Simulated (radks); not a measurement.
Nd VI, 55 electrons, occupied as [Kr] 4d10 4f(5/2: 2, 7/2: 0) 5s1 5p6 (not the ground configuration).

All-electron calculation, Dirac Kohn-Sham, PBE, spin-unpolarised, spherical densities, finite nucleus; Fermi nuclear charge, rms radius 4.9123 fm. Program: a radial shooting solver on a logarithmic mesh with Libxc functionals.

Energy parts (hartree):
total: -9623.1453
kinetic: 10377.4695
electron-nucleus: -23375.4627
Hartree: 3595.5372
exchange-correlation: -220.6893

Orbitals (lengths in bohr, moments of r in powers of bohr):
orbital	occ.	eigenvalue (hartree)	<1/r>	<r^4>
1s1/2	2	-1595.867	66.04	1.527e-06
2s1/2	2	-260.1557	15.63	0.0002481
2p1/2	2	-246.2613	15.61	0.0001552
2p3/2	4	-227.1530	14.03	0.0001967
3s1/2	2	-58.49995	5.663	0.009929
3p1/2	2	-52.56562	5.577	0.009165
3p3/2	4	-48.75191	5.181	0.01096
3d3/2	4	-38.41382	5.050	0.008220
3d5/2	6	-37.58998	4.950	0.008689
4s1/2	2	-13.66040	2.364	0.2466
4p1/2	2	-11.41303	2.261	0.2844
4p3/2	4	-10.57376	2.131	0.3373
4d3/2	4	-6.86968	1.920	0.4902
4d5/2	6	-6.71899	1.889	0.5170
5s1/2	1	-3.59972	0.9728	6.337
5p1/2	2	-2.92677	0.8859	9.053
5p3/2	4	-2.77852	0.8440	10.59
4f5/2	2	-2.44611	1.439	1.888
4f7/2	0	-2.42654	1.428	1.941

The highest occupied level is 4f5/2 at -66.562 eV. The electron density at the nucleus is 4.534e+05 e/bohr^3. The density falls to 0.001 e/bohr^3 at r = 3.12 bohr.
